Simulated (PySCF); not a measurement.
## Orbital picture of KB

PBE at R = 2.874 Å; basis K x2c-SVPall, B x2c-SVPall; spin-free X2C with a Gaussian nucleus; PySCF 2.14. State: ³Π (triplet), unpaired electrons σ ↑, π ↑. Only the outer orbitals are listed, counted within each symmetry.

| spin | orbital | occ. | ε (eV) | on K (%) | main shells (%) |
| --- | --- | --- | --- | --- | --- |
| α | 5σ | 1 | -35.68 | 100 | 100 K s |
| α | 2π | 1 | -19.20 | 100 | 100 K p |
| α | 2π | 1 | -19.17 | 100 | 100 K p |
| α | 6σ | 1 | -19.10 | 100 | 100 K p |
| α | 7σ | 1 | -7.85 | 4 | 96 B s |
| α | 8σ | 1 | -2.85 | 35 | 64 B p, 33 K s |
| α | 3π | 1 | -2.50 | 11 | 89 B p |
| α | 3π | 0 | -2.14 | 13 | 87 B p, 10 K p |
| α | 9σ | 0 | -1.87 | 74 | 51 K s, 26 B p, 22 K p |
| α | 4π | 0 | -0.26 | 95 | 91 K p |
| β | 5σ | 1 | -35.64 | 100 | 100 K s |
| β | 2π | 1 | -19.15 | 100 | 100 K p |
| β | 2π | 1 | -19.11 | 100 | 100 K p |
| β | 6σ | 1 | -19.03 | 100 | 100 K p |
| β | 7σ | 1 | -6.37 | 7 | 92 B s |
| β | 8σ | 0 | -1.71 | 81 | 75 K s, 17 B p |
| β | 3π | 0 | -1.59 | 15 | 85 B p, 11 K p |
| β | 3π | 0 | -0.70 | 32 | 68 B p, 29 K p |

Problem. Which are the highest filled and the lowest empty level, where do they sit, and how wide is the gap?

Solution. Highest filled α 3π at -2.50 eV (in %: 89 B p); lowest empty α 3π at -2.14 eV (in %: 87 B p, 10 K p); the gap at PBE is 0.36 eV. Both belong to one degenerate shell, split only by its one-sided filling, so this is no excitation gap.

The bond order (Mayer) is 0.82, the ⟨S²⟩ is 2.002 and the charge on K (Mulliken, basis-dependent) is 0.44. The charge on K (Löwdin, basis-dependent) is 0.27. The dipole moment (positive dipole means K(−)B(+)) is -6.35 D. The polarisability along the bond is 236.8 bohr³. The polarisability across the bond is 105.8 bohr³.

The state was picked by a PBE0 search and need not be the measured ground state.
